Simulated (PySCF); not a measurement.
A structure optimised at PBE-D3(BJ)/def2-SVP, used in a PySCF frequency run:

```xyz
14

O     -1.5893    -0.2690     1.2332
C     -1.1428    -0.5131    -0.0856
C      0.0858    -1.4522    -0.0733
C      0.9958    -0.2074     0.0528
O      2.2189    -0.2787    -0.6285
C     -0.1748     0.6040    -0.5456
F     -0.4440     1.8654    -0.0256
H     -1.7822     0.6889     1.2763
H     -1.9821    -0.7754    -0.7710
H      0.2415    -1.9458    -1.0529
H      0.1186    -2.2008     0.7399
H      1.1033     0.0716     1.1259
H      2.7556     0.4900    -0.3639
H     -0.0799     0.6761    -1.6506
```
Charge 0, spin multiplicity 1.

Problem. Write its SMILES and formula.

Solution. O[C@@H]1C[C@@H](O)C1F, C₄H₇FO₂

Problem. What are its rotational constants (standard atomic weights)?

Solution. 3.7716, 2.3974, 1.6918 GHz
